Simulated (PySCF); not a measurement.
# Which is lower?

The two ends of one reaction step of GeH$_{4}$SO, singlet (PBE0-D4/def2-TZVP).

A:

Ge1  (-0.246, 0.333, 0.419)
S2  (1.832, 0.327, -0.359)
O3  (-1.300, -0.679, -0.590)
H4  (-1.218, -0.471, -1.524)
H5  (-0.675, 1.808, 0.375)
H6  (-0.349, -0.304, 1.807)
H7  (2.019, -0.981, -0.119)
(Å)

B:

| atom | x (Å) | y (Å) | z (Å) |
| --- | --- | --- | --- |
| Ge1 | -0.5268 | 0.2705 | 0.9576 |
| S2 | 1.1759 | 0.0173 | -1.1137 |
| O3 | -1.7328 | -0.6974 | 0.3949 |
| H4 | 0.1012 | 0.1807 | -1.9051 |
| H5 | -0.5479 | 1.8142 | 0.8517 |
| H6 | 0.5331 | -0.1914 | 1.9864 |
| H7 | 0.9632 | -1.3078 | -1.0315 |

PySCF 2.14 with density fitting (its default auxiliary sets; JK sets also for MP2 and CCSD(T)); basis: def2-TZVPP; cores frozen in the correlated methods. Filled d shells of the heavier atoms are correlated. The def2 sets are not built for correlating such inner shells, so the correlated values are less sure here. B3LYP uses VWN-RPA correlation.

Q: Which structure is lower at CCSD(T), and by how much? (An estimate is asked for; the value comes from the calculation.)

A: By the calculation: A, by 55.68 kcal/mol (electronic energy, against the other). By their contacts, A is GeH₄SO ([OH][GeH2][SH]) and B is GeH₄SO ([O][GeH2][SH2]).

All methods give the same order:

| method | E(B) − E(A) (kcal/mol) |
| --- | --- |
| SPW92 | 52.44 |
| PBE-D4 | 49.37 |
| r2SCAN-D4 | 53.53 |
| PBE0-D4 | 56.01 |
| B3LYP-D4 | 52.62 |
| BHLYP-D4 | 59.47 |
| wB97M-V | 56.34 |
| HF | 65.50 |
| MP2 | 54.99 |
| CCSD | 58.10 |
| CCSD(T) | 55.68 |

The T1 diagnostic stays at or below 0.019.

Labels in which every atom is bracketed show which atoms are joined, not bond orders.

For scale, one of the runs: CCSD(T)/def2-TZVPP, 177 basis functions, launched by `OMP_NUM_THREADS=4 python run.py`. Hardware: 4 CPU threads of an Arm Neoverse V2, shared host. Wall time 5.5 min; peak host memory 1.9 GiB.
